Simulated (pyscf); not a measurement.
•HN–NH–SiH₃ → H₂N–NH–SiH₂•, a hydrogen shift (doublet surface; H–Si broken, H–N formed). Single points on ωB97X-D3(BJ)/def2-SVP structures (PySCF, gas phase). Correlated levels are frozen-core, on RHF or UHF. ΔMP2 is the change of the MP2 total energy from the triple- to the quadruple-zeta basis. Energies in kcal/mol from the reactant's lowest minimum found.

Small-basis levels: PySCF, no dispersion term, spherical d functions. AM1 to PM7: differences of heats of formation from MOPAC, which are fitted to 298 K values and so differ in kind from electronic energies by zero-point and thermal terms. GFN2-xTB: tblite. Open shells are spin-unrestricted. 

```tsv
level	barrier	reaction energy
HF/3-21G	59.2	+4.7
HF/6-31G*	61.7	+13.9
SVWN5/6-31G*	35.8	+1.5
PBE/6-31G*	40.0	+5.6
B3LYP/LANL2DZ	51.6	+1.8
B3LYP/6-31G*	46.7	+8.1
B3LYP/6-311+G**	46.2	+6.5
PBE/def2-SVP	40.2	+4.8
B3LYP/def2-SVP	46.9	+7.2
GFN2-xTB	47.9	+15.7
AM1	56.6	+1.0
PM7	45.3	+5.3
CCSD(T)/def2-TZVPP + ΔMP2(QZVPP)	44.8	+6.7
```

Against the last row the barrier runs from -9.0 (SVWN5/6-31G*) to +16.9 kcal/mol (HF/6-31G*). CCSD(T)/def2-TZVPP + ΔMP2(QZVPP) has limits of its own. •HN–NH–SiH₃ lies 46.1 kcal/mol over its isomer H₂N–SiH•–NH₂ (electronic energy, ωB97M-D3(BJ)/def2-TZVP). H₂N–NH–SiH₂• lies 53.8 kcal/mol over its isomer H₂N–SiH•–NH₂ (electronic energy, ωB97M-D3(BJ)/def2-TZVP). This is the saddle that the search found; another between the same sides may lie lower. The CCSD(T) − MP2 part came from Ansatz, without density fitting, on the same reference.
